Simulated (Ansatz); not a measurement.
`[OH][In]([OH])[OH]` at its PBE0-D4/def2-TZVP geometry, where that method's forces vanish. Charge 0, multiplicity 1. In takes the def2 core potential.

```xyz
7

O    -1.6988   -0.7263   -0.6918
In   -0.0004   -0.0001    0.0003
O     0.1240    1.9005    0.5133
O     1.5746   -1.1742    0.1791
H    -2.3885   -0.0586   -0.7324
H     0.9996    2.1326    0.8338
H     1.3895   -2.0740   -0.1024
```

(1) What forces (eV/Å) does r2SCAN-D4/def2-TZVPP give on these atoms in the Gaussian-basis code of Ansatz? (An estimate is asked.)

Results:

(1) Ansatz gave: 
```
O1  -0.099 -0.122 -0.060
In2  0.000 -0.001 -0.001
O3  -0.060  0.155  0.021
O4   0.160 -0.033  0.040
H5  -0.025  0.056  0.006
H6   0.059 -0.009  0.016
H7  -0.033 -0.047 -0.022
```
